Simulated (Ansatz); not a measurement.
F2H2O2Sn, SMILES `[OH][Sn]([OH])([F])[F]`. The species carries charge 0 and has multiplicity 1. Sn takes the def2 core potential. The geometry is a stationary point of PBE0-D4/def2-TZVP. It is one conformer, not always the lowest.

```xyz
7

O     0.428    1.697   -0.526
Sn   -0.171   -0.054   -0.007
O     1.285   -1.153    0.598
F    -1.458    0.005    1.388
F    -1.078   -0.810   -1.495
H    -0.041    2.029   -1.298
H     1.036   -1.713    1.340
```

(1) What is the dipole moment at r2SCAN/def2-TZVPP? (Estimate.)

(2) And with PBE, B3LYP, ωB97M-V? (Best estimate.)

(3) Give the Mulliken charges with r2SCAN, B3LYP, PBE in def2-TZVPP. (An estimate is asked.)

Results:

(1) Ansatz gave: 0.54 D, with components (0.51, 0.16, 0.02) D in this frame, pointing from negative to positive charge.

(2) Computed: PBE 0.55 D, B3LYP 0.53 D, ωB97M-V 0.48 D.

(3) Ansatz gave: 
| atom | r2SCAN | B3LYP | PBE |
| --- | --- | --- | --- |
| O1 | -0.52 | -0.50 | -0.47 |
| Sn2 | 1.52 | 1.53 | 1.37 |
| O3 | -0.52 | -0.50 | -0.47 |
| F4 | -0.46 | -0.46 | -0.42 |
| F5 | -0.46 | -0.46 | -0.42 |
| H6 | 0.21 | 0.20 | 0.20 |
| H7 | 0.21 | 0.20 | 0.20 |

B3LYP here is the variant with VWN-RPA as its local correlation; programs differ in this.
